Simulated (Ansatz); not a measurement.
`B[Se][SiH2][SiH3]` + `[CH3][GeH]([NH2])[F]` → `B[NH][GeH]([CH3])[F]` + `[SiH3][SiH2][SeH]`  (ligand exchange at a B–Se bond)

Calculated with Ansatz (gas phase, PBE0-D4/def2-TZVP geometries, no zero-point term in ΔE). CCSD(T)/CBS is the MP2 limit (def2-TZVPP, def2-QZVPP) plus CCSD(T) − MP2 in def2-TZVPP, frozen cores. DFT in def2-TZVPP. For Ge, Se outer-core shells are correlated without core-valence functions, which leaves a few kJ/mol of doubt a bond. Scalar relativity is left out up to krypton. Each species was taken in one conformer, which may not be the lowest.

```json
{"level": "LDA (SPW92)", "ΔE (kJ/mol)": "-54.7"}
{"level": "r2SCANh", "ΔE (kJ/mol)": "-50.8"}
{"level": "CCSD(T)/def2-SVP", "ΔE (kJ/mol)": "-65.5"}
{"level": "CCSD/def2-TZVPP", "ΔE (kJ/mol)": "-54.2"}
```

(1) What does CCSD(T)/CBS give? (An estimate is asked.)

Largest T1 diagnostic among the species: 0.014.

## Answers

(1) Computed: -48.6 kJ/mol. The listed levels differ from it by -6.1, -2.2, -16.9, -5.6 kJ/mol.

At CCSD(T), def2-SVP lies −16.8 kJ/mol from the extrapolated value and def2-TZVPP −3.3 kJ/mol. The D4 term adds +3.0 kJ/mol with B3LYP and +1.6 kJ/mol with PBE0; it sums over pairs of atoms, weighted by their polarisabilities, and B3LYP, whose exchange is more repulsive, gets the larger term. In def2-TZVPP, CCSD(T) changes the Hartree–Fock value by +10.3 kJ/mol (the triples alone add +2.3 kJ/mol) and MP2 by +13.7 kJ/mol.

B3LYP here is the variant with VWN-RPA as its local correlation; programs differ in this.
